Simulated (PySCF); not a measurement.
A structure optimised at ωB97X-D3(BJ)/def2-SVP, used in a PySCF frequency run:

```xyz
9

Cl     1.4629    -0.0990     1.6626
Si     0.2532     0.0212     0.0000
Cl     1.4629    -0.0990    -1.6626
C     -0.9838     1.4732     0.0000
N     -2.1553     0.9414     0.0000
Si    -1.8965    -0.8514     0.0000
H     -0.8608     2.5718     0.0000
H     -2.4408    -1.5063    -1.2190
H     -2.4408    -1.5063     1.2190
```
Charge 0, spin multiplicity 1.

Problem. Write its SMILES, formula and point group.

Solution. Cl[Si]1(Cl)C=N[SiH2]1, CH₃Cl₂NSi₂, Cs

Problem. What are its rotational constants (standard atomic weights)?

Solution. 1.8741, 1.2203, 0.93163 GHz
